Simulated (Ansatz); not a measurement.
CH$_{8}$AlNOSi (`C[NH][AlH][O][SiH3]`), relaxed with RKS PBE0-D4/def2-TZVP in Ansatz 0.2.0 from a PBE-D4/def2-SVP geometry. The force threshold is 0.005 eV/Å; the program also tests the step.

Charge 0, multiplicity 1.

Start:

```xyz
13

C    -1.997    0.604   -0.074
N    -0.941    1.439   -0.624
Al    0.818    1.150   -0.687
O     1.443   -0.300   -0.013
Si    1.705   -1.769    0.707
H    -1.566   -0.326    0.351
H    -2.745    0.290   -0.839
H    -2.560    1.104    0.748
H    -1.303    2.310   -1.027
H     1.780    2.220   -1.351
H     0.481   -2.647    0.599
H     2.853   -2.482    0.042
H     2.031   -1.592    2.168
```

How much energy does the relaxation release, and in how many steps? (Best estimate.)

Computed: 8.00 kJ/mol, in 27 steps, 3 of them rejected.

Which bonds change most? (An estimate is asked.)

Ansatz gave: O4–Si5 from 1.657 to 1.619 Å; Al3–O4 from 1.717 to 1.686 Å; N2–Al3 from 1.784 to 1.762 Å; Si5–H13 from 1.508 to 1.488 Å.

Give the relaxed structure. (Estimate.)

The calculation gave: 
```xyz
13

C    -1.983    0.542   -0.168
N    -0.928    1.423   -0.622
Al    0.815    1.171   -0.580
O     1.406   -0.271    0.064
Si    1.680   -1.721    0.729
H    -1.552   -0.376    0.238
H    -2.660    0.249   -0.979
H    -2.590    0.993    0.626
H    -1.289    2.283   -1.006
H     1.799    2.268   -1.131
H     0.395   -2.399    1.061
H     2.437   -2.587   -0.214
H     2.470   -1.574    1.982
```
